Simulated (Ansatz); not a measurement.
Born–Oppenheimer molecular dynamics of F₃H₄NSSi (10 atoms, charge 0, multiplicity 1). It starts at the highest image of a converged band. Of that band: The profile has 2 maxima (images 3, 5) with wells between them (image 4): this band takes more than one step, which may be the mechanism or a detour left from its start path. A vibrational analysis at the climbing image gives one clearly imaginary mode, 815i cm⁻¹: a first-order saddle point.

These are results of RKS PBE/def2-SVP (Ansatz), not measurements.

```
ensemble                      : NVE (velocity Verlet)
time step                     : 0.5 fs
steps asked                   : 200
starting velocities drawn for : 100 K
seed                          : 5741
```

First frame:

```xyz
10
Properties=species:S:1:pos:R:3
Si 0.079 -0.138 0.160
N 0.120 -0.179 2.000
H -0.814 -0.316 2.416
H 0.518 0.680 2.413
F 1.449 0.421 -0.508
F -0.835 1.215 -0.014
F -0.955 -1.192 -0.522
S 1.536 -2.233 0.740
H 0.468 -3.078 0.784
H 0.906 -1.275 1.893
```

(1) How far do the bonds stretch over the last three quarters of this one trajectory? (Pairs bonded in most of those frames.)

## Answers

(1) 
```csv
bond,mean (Å),spread (Å),shortest,longest
Si1–N2,2.037,0.038,1.92,2.08
Si1–F5,1.655,0.023,1.62,1.69
Si1–F6,1.670,0.019,1.64,1.71
Si1–F7,1.654,0.020,1.59,1.69
Si1–S8,2.270,0.182,2.03,2.61
N2–H3,1.033,0.012,1.01,1.05
N2–H4,1.033,0.012,1.01,1.05
N2–H10,1.038,0.020,1.01,1.09
S8–H9,1.362,0.011,1.34,1.38
```

Mean temperature of the second half: 335 K. The conserved energy stayed within 0.028 meV per atom of its start (net change 0.025 meV per atom), so the integration is sound. The kinetic energy rose, since the run started high on the potential surface and went downhill. A run of 0.1 ps of so small a system gives no equilibrium averages. The orbitals stay closed-shell, which can raise the energy where a bond breaks towards radicals; this wasn't checked here.

Run time: 3.9 min on 4 threads of Arm Neoverse V1 (shared host), peak memory 0.17 GiB.
